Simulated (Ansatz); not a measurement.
Consider the isomerisation: `Oc1ccccn1` → `O=Cc1ccc[nH]1`.

Calculated with Ansatz (gas phase, PBE0-D4/def2-TZVP geometries, no zero-point term in ΔE). CCSD(T)/CBS adds triple-zeta CCSD(T) − MP2 to the extrapolated MP2 energy (def2 sets, frozen cores). DFT in def2-TZVPP. One conformer a species, not always the lowest.

| level | ΔE (kJ/mol) |
| --- | --- |
| r2SCANh-D4 | 42.8 |
| ωB97M-V | 44.5 |
| PBE | 32.0 |
| HF/def2-SVP | 53.9 |

(1) What does CCSD(T)/CBS give? (Best estimate.)

(2) What do rigid-rotor, harmonic-oscillator terms from PBE0-D4/def2-TZVP frequencies (298.15 K, 1 bar) make of the CCSD(T)/CBS value? (Estimate.)

Largest T1 diagnostic among the species: 0.014.

## Answers

(1) The calculation gave: +45.3 kJ/mol. The listed levels differ from it by -2.5, -0.8, -13.3, 8.6 kJ/mol.

(2) Computed: ΔZPE = -2.7 kJ/mol, ΔH = +43.9 kJ/mol, ΔS = 10 J/(mol·K), ΔG = +40.8 kJ/mol.

From BLYP to BHLYP (50 % exact exchange), in def2-TZVPP and without D4, ΔE moves by +15.8 kJ/mol. Leaving LDA and LC-ωPBE aside and taking each functional with its dispersion term where it has one, the values, not all of them listed here, spread over 17.8 kJ/mol, from PBE-D4 to BHLYP-D4. LDA lies +4.3 kJ/mol from PBE without D4. At CCSD(T), def2-SVP lies −10.8 kJ/mol from the extrapolated value and def2-TZVPP −0.1 kJ/mol.
